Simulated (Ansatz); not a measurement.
System: MnF₂, net charge 0, sextet state. The spin state was set by rule; other spins were not relaxed. 
Geometry from a B3LYP-D3(BJ)/def2-TZVP (Ansatz, a first-principles code) optimisation:
SMILES: [F][Mn][F]
```xyz
3

Mn     0.0000     0.0000     0.0000
F      0.0000     0.0000    -1.7976
F      0.0000     0.0000     1.7976
```
Charge 0, spin multiplicity 6.

Parts of the frozen-core correlation energy in STO-3G (Ansatz, hartree). Frozen orbitals: 11; correlated occupied orbitals by spin: 13 and 8; virtual: 4 and 9. UHF or UKS for open shells. Spin-orbit coupling is left out. No relativistic terms.

```json
[
 {"term": "reference (HF)", "value": "-1333.78455"},
 {"term": "MP2 opposite-spin", "value": "___"},
 {"term": "MP2 same-spin", "value": "-0.01919"},
 {"term": "CCSD correlation", "value": "___"},
 {"term": "(T)", "value": "___"},
 {"term": "T1 diagnostic", "value": "0.028"},
 {"term": "largest doubles amplitude", "value": "0.061"},
 {"term": "<S^2> of the reference", "value": "8.778"}
]
```

**Question.** Some entries are withheld; supply them.

**Answer.** 
- MP2 opposite-spin, value: -0.05192
- CCSD correlation, value: -0.08086
- (T), value: -0.01579
